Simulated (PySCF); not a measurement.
CdSi: from constants to spectrum

PW91 constants of CdSi, ³Σ⁻ (triplet), unpaired electrons π ↑↑ (PySCF, scalar-relativistic core potentials, basis sets Cd def2-SVPD with ECP28, Si def2-SVPD; masses 113.9034 and 27.9769 u):

- ωe: 231.6 cm⁻¹
- ωexe: 1.69 cm⁻¹
- Be: 0.11458 cm⁻¹
- αe: 0.000958 cm⁻¹
- D (centrifugal): 1.12e-07 cm⁻¹
- De to Cd + Si: 0.92 eV

Question: Give the vibrational terms G(v) and spacings up to v = 6.

Answer: G(v) = ωe(v+½) − ωexe(v+½)².

```json
{"v": "0", "G(v) (cm⁻¹)": "115", "G(v) − G(v−1)": "", "Bv (cm⁻¹)": "0.1141"}
{"v": "1", "G(v) (cm⁻¹)": "344", "G(v) − G(v−1)": "228", "Bv (cm⁻¹)": "0.1131"}
{"v": "2", "G(v) (cm⁻¹)": "568", "G(v) − G(v−1)": "225", "Bv (cm⁻¹)": "0.1122"}
{"v": "3", "G(v) (cm⁻¹)": "790", "G(v) − G(v−1)": "221", "Bv (cm⁻¹)": "0.1112"}
{"v": "4", "G(v) (cm⁻¹)": "1008", "G(v) − G(v−1)": "218", "Bv (cm⁻¹)": "0.1103"}
{"v": "5", "G(v) (cm⁻¹)": "1223", "G(v) − G(v−1)": "215", "Bv (cm⁻¹)": "0.1093"}
{"v": "6", "G(v) (cm⁻¹)": "1434", "G(v) − G(v−1)": "211", "Bv (cm⁻¹)": "0.1084"}
```

Question: How well does the Morse estimate ωe²/(4ωexe) reproduce De, and what is D0?

Answer: It gives 0.98 eV, 107 % of the computed De. D0 = De − G(0) = 0.92 − 0.01 = 0.91 eV.

Spin–orbit coupling is left out. The state was picked by a PBE0 search and need not be the measured ground state.
